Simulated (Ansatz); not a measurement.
`O[SiH2][TeH]` + H₂ → `[SiH3][TeH]` + H₂O  (hydrogenolysis of the Si–O bond)

Computed with Ansatz on PBE0-D4/def2-TZVP structures; ΔE is electronic, products minus reactants. CBS: MP2 limit from def2 TZ/QZ plus the TZ coupled-cluster correction, frozen cores. This one scheme is used for every species. Functionals use def2-TZVPP. B3LYP here is the variant with VWN-RPA as its local correlation; programs differ in this. HSE06 is defined as in plane-wave codes. Elements past krypton have def2 core potentials. For Te outer-core shells are correlated without core-valence functions, which leaves a few kJ/mol of doubt a bond. One conformer a species, not always the lowest.

```json
{"level": "r2SCAN-D4", "ΔE (kJ/mol)": "76.6", "difference from CCSD(T)/CBS": "6.6"}
{"level": "B97M-V", "ΔE (kJ/mol)": "72.0", "difference from CCSD(T)/CBS": "2.0"}
{"level": "PBE0-D4", "ΔE (kJ/mol)": "65.4", "difference from CCSD(T)/CBS": "-4.6"}
{"level": "B3LYP-D4", "ΔE (kJ/mol)": "72.8", "difference from CCSD(T)/CBS": "2.8"}
{"level": "r2SCAN0-D4", "ΔE (kJ/mol)": "72.7", "difference from CCSD(T)/CBS": "2.7"}
{"level": "BLYP", "ΔE (kJ/mol)": "68.8", "difference from CCSD(T)/CBS": "-1.2"}
{"level": "PBE0", "ΔE (kJ/mol)": "62.7", "difference from CCSD(T)/CBS": "-7.3"}
{"level": "r2SCAN0", "ΔE (kJ/mol)": "71.8", "difference from CCSD(T)/CBS": "1.8"}
{"level": "HSE06", "ΔE (kJ/mol)": "62.7", "difference from CCSD(T)/CBS": "-7.3"}
{"level": "MP2/CBS(def2)", "ΔE (kJ/mol)": "77.5", "difference from CCSD(T)/CBS": "7.5"}
{"level": "CCSD(T)/CBS", "ΔE (kJ/mol)": "70.0", "difference from CCSD(T)/CBS": "0"}
```

Largest T1 diagnostic among the species: 0.011.

From r2SCAN to r2SCAN0 (25 % exact exchange), in def2-TZVPP and without D4, ΔE moves by −4.0 kJ/mol. At CCSD(T), def2-SVP lies −16.7 kJ/mol from the extrapolated value and def2-TZVPP −1.4 kJ/mol. The D4 term adds +5.0 kJ/mol with B3LYP and +2.7 kJ/mol with PBE0; it sums over pairs of atoms, weighted by their polarisabilities, and B3LYP, whose exchange is more repulsive, gets the larger term.
